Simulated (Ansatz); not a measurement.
Species, as SMILES: [F][Ge] (F-Ge), doublet.
Atoms: Ge1, F2. Bonds: Ge1-F2.

Basis-set convergence of the highest harmonic wavenumber at B3LYP with Ansatz (an electronic-structure program). Each level at its own minimum, finite differences of forces, unscaled; the reference is a large set that could be run, not a limit. All functions are spherical. The program fits the integrals of some runs and decomposes those of others, by size. Open shells are unrestricted. No added dispersion term, no relativity. Reference: the value in def2-QZVPPD, 645 cm⁻¹, itself unsure by roughly 3 cm⁻¹ (its mean distance from pcseg-3, def2-QZVPP, cc-pVQZ). Deviations are taken from unrounded values.

```json
[
 {"basis": "pcseg-0", "functions": "31", "highest harmonic wavenumber (cm⁻¹)": "677", "minus reference (cm⁻¹)": "32"},
 {"basis": "pcseg-1", "functions": "41", "highest harmonic wavenumber (cm⁻¹)": "648", "minus reference (cm⁻¹)": "3"},
 {"basis": "aug-pcseg-1", "functions": "59", "highest harmonic wavenumber (cm⁻¹)": "626", "minus reference (cm⁻¹)": "-20"},
 {"basis": "pcseg-2", "functions": "73", "highest harmonic wavenumber (cm⁻¹)": "646", "minus reference (cm⁻¹)": "0"},
 {"basis": "aug-pcseg-2", "functions": "105", "highest harmonic wavenumber (cm⁻¹)": "643", "minus reference (cm⁻¹)": "-2"},
 {"basis": "pcseg-3", "functions": "128", "highest harmonic wavenumber (cm⁻¹)": "644", "minus reference (cm⁻¹)": "-1"}
]
```

The smallest set listed that lies within 10 cm⁻¹ of the reference with all its larger relatives (same family, alike in diffuse functions; a set with none counts only in the reference's own line) is pcseg-1 (41 functions, 3 cm⁻¹ off). Inside, with no larger relative to test it: aug-pcseg-2.
